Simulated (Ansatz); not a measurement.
Ti₅O₁₇H₁₄⁻, a hydroxylated oxide cluster. The state is a doublet with charge -1. Geometry PBE-D4/def2-SVP, that of the neutral singlet; atoms count from 1.

```csv
atom,x (Å),y (Å),z (Å)
Ti1,0.276,-2.581,-1.522
Ti2,-1.603,0.087,-1.010
Ti3,1.100,0.381,-2.792
Ti4,1.619,-0.382,1.912
Ti5,-1.473,1.888,1.525
O6,2.799,-1.013,3.117
O7,2.450,-0.071,0.334
O8,0.293,-1.593,1.685
O9,0.887,-3.477,-0.011
O10,0.021,-3.710,-2.895
O11,-0.561,3.417,1.741
O12,0.775,1.129,2.504
O13,-0.513,1.499,-0.233
O14,-1.676,1.378,3.315
O15,-1.833,-0.063,0.998
O16,1.482,-1.247,-1.957
O17,1.750,1.693,-1.668
O18,-1.231,-1.764,-1.101
O19,1.667,0.534,-4.497
O20,-3.110,2.411,0.856
O21,-0.656,0.454,-2.628
O22,-3.259,0.654,-1.279
H23,3.770,-1.023,3.053
H24,2.305,-0.657,-0.463
H25,0.459,-2.482,1.239
H26,1.159,-4.409,0.053
H27,-0.808,-3.932,-3.355
H28,0.397,3.436,1.928
H29,0.102,1.126,3.244
H30,0.211,1.943,-0.758
H31,-2.226,0.580,3.435
H32,-1.176,-0.745,1.325
H33,2.197,1.339,-0.853
H34,1.160,0.531,-5.327
H35,-3.231,3.359,0.653
H36,-3.524,1.309,-0.569
```

Single mean-field runs in def2-TZVP are fitted with def2-universal-jkfit.

**Question.** Estimate the Mulliken populations of the heavy atoms from the PBE0/def2-TZVP orbitals of Ansatz.

**Answer.** 
```json
{"atom": "Ti1", "charge (e)": "1.49", "spin (α − β)": "0.18", "d electrons": "2.10"}
{"atom": "Ti2", "charge (e)": "1.35", "spin (α − β)": "0.67", "d electrons": "2.23"}
{"atom": "Ti3", "charge (e)": "1.42", "spin (α − β)": "0.11", "d electrons": "2.13"}
{"atom": "Ti4", "charge (e)": "1.54", "spin (α − β)": "0.02", "d electrons": "2.02"}
{"atom": "Ti5", "charge (e)": "1.26", "spin (α − β)": "0.21", "d electrons": "2.14"}
{"atom": "O6", "charge (e)": "-0.73", "spin (α − β)": "0.00", "d electrons": "–"}
{"atom": "O7", "charge (e)": "-0.78", "spin (α − β)": "0.00", "d electrons": "–"}
{"atom": "O8", "charge (e)": "-0.76", "spin (α − β)": "0.00", "d electrons": "–"}
{"atom": "O9", "charge (e)": "-0.85", "spin (α − β)": "0.00", "d electrons": "–"}
{"atom": "O10", "charge (e)": "-0.75", "spin (α − β)": "0.00", "d electrons": "–"}
{"atom": "O11", "charge (e)": "-0.65", "spin (α − β)": "-0.01", "d electrons": "–"}
{"atom": "O12", "charge (e)": "-0.76", "spin (α − β)": "0.00", "d electrons": "–"}
{"atom": "O13", "charge (e)": "-0.77", "spin (α − β)": "-0.02", "d electrons": "–"}
{"atom": "O14", "charge (e)": "-0.74", "spin (α − β)": "-0.01", "d electrons": "–"}
{"atom": "O15", "charge (e)": "-0.73", "spin (α − β)": "-0.03", "d electrons": "–"}
{"atom": "O16", "charge (e)": "-0.94", "spin (α − β)": "-0.01", "d electrons": "–"}
{"atom": "O17", "charge (e)": "-0.78", "spin (α − β)": "0.01", "d electrons": "–"}
{"atom": "O18", "charge (e)": "-0.76", "spin (α − β)": "-0.06", "d electrons": "–"}
{"atom": "O19", "charge (e)": "-0.76", "spin (α − β)": "0.00", "d electrons": "–"}
{"atom": "O20", "charge (e)": "-0.75", "spin (α − β)": "0.00", "d electrons": "–"}
{"atom": "O21", "charge (e)": "-0.75", "spin (α − β)": "-0.05", "d electrons": "–"}
{"atom": "O22", "charge (e)": "-0.71", "spin (α − β)": "-0.02", "d electrons": "–"}
```
Mulliken values and Mayer orders depend strongly on the basis.

**Question.** Where does the spin sit?

**Answer.** Summed by element: Ti 1.18, O -0.20, H 0.02, of 1 unpaired in all. Largest on single atoms: Ti2 0.67, Ti5 0.21, Ti1 0.18.

**Question.** And the Mayer bond orders between bonded heavy atoms (over 0.3)?

**Answer.** Ti1–O9 0.67 (1.86 Å); Ti1–O10 0.95 (1.80 Å); Ti1–O16 0.79 (1.85 Å); Ti1–O18 1.30 (1.76 Å); Ti2–O13 0.51 (1.95 Å); Ti2–O15 0.45 (2.03 Å); Ti2–O18 0.61 (1.89 Å); Ti2–O21 0.59 (1.91 Å); Ti2–O22 1.09 (1.77 Å); Ti3–O16 0.77 (1.87 Å); Ti3–O17 0.87 (1.85 Å); Ti3–O19 0.91 (1.80 Å); Ti3–O21 1.31 (1.77 Å); Ti4–O6 0.95 (1.80 Å); Ti4–O7 0.97 (1.81 Å); Ti4–O8 1.00 (1.81 Å); Ti4–O12 0.89 (1.83 Å); Ti5–O11 1.08 (1.79 Å); Ti5–O13 0.46 (2.04 Å); Ti5–O14 0.88 (1.87 Å); Ti5–O15 0.60 (2.05 Å); Ti5–O20 0.89 (1.84 Å).
